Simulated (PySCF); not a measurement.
C5H6O, SMILES C=C=COC=C.

Geometry: B3LYP-D3(BJ)/def2-SVP. One conformer was computed; it need not be the lowest.

Two levels are set side by side: TDDFT-PBE/def2-SVPD (PySCF) and TDDFT-M06-2X/def2-SVPD (PySCF). Vertical, same geometry. The lowest singlet is HOMO→LUMO 99 % with PBE and HOMO→LUMO 71 %, HOMO−1→LUMO 20 % with the other functional; states are paired by order. Differences are taken from unrounded values.

```tsv
quantity	TDDFT-PBE
lowest singlet excitation (eV)	4.24
lowest triplet excitation (TDA) (eV)	3.97
first bright state (f over 0.05) (eV)	5.23
its oscillator strength	0.20
```

Task: These are the TDDFT-PBE values. What does TDDFT-M06-2X give? (The exact figures need the calculation; the answer reports its results.)

Result: 
```csv
quantity,TDDFT-M06-2X,TDDFT-PBE minus TDDFT-M06-2X
lowest singlet excitation (eV),4.84,-0.60
lowest triplet excitation (TDA) (eV),4.47,-0.51
first bright state (f over 0.05) (eV),6.30,-1.07
its oscillator strength,0.38,-0.18
```

A lower first singlet is the usual sign of a functional without exact exchange. Differences between two approximate levels are no errors against the true value.

Rough cost on one machine, each run with all the roots and properties that it gave: TDDFT-M06-2X against TDDFT-PBE about 10 times.
